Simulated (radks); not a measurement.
Results of a calculation; reference values are marked as such.
Spherical quantum dot in the effective-mass picture: electrons in a well V = -V0 / (1 + exp((r - R)/a)) with V0 = 4.36, R = 10.8, a = 1.2, all in effective atomic units (hartree* = m*/eps^2 hartree, bohr* = eps/m* bohr), one dielectric constant everywhere. Level of theory: non-relativistic Kohn-Sham, LDA (Slater exchange, Perdew-Wang correlation), spin-polarised, spherical densities (a radial shooting solver with Libxc functionals). Levels are named by radial order and angular momentum (1s, 1p, 1d, 2s, ...), and open shells are averaged over m.

N = 5, configuration 1s2 1p(up 3, down 0). This is the lowest configuration that the search found (a dilute case). Occupied and some empty levels:

| level | occupation | eigenvalue (hartree*) | <r> (bohr*) |
|---|---|---|---|
| 1s up | 1 | -3.5603 | 5.137 |
| 1s down | 1 | -3.5300 | 5.126 |
| 1p up | 3 | -3.5126 | 5.578 |
| 1p down | 0 | -3.4819 | 5.611 |
| 1d up | 0 | -3.4397 | 5.946 |
| 1d down | 0 | -3.4098 | 5.993 |
| 1f up | 0 | -3.3471 | 6.261 |
| 2s up | 0 | -3.3432 | 4.478 |
| 2s down | 0 | -3.3234 | 4.462 |
| 1f down | 0 | -3.3186 | 6.312 |

Energy (hartree*): total -19.5082, kinetic 0.44848, external -21.359, Hartree 2.0893, exchange-correlation -0.68658.
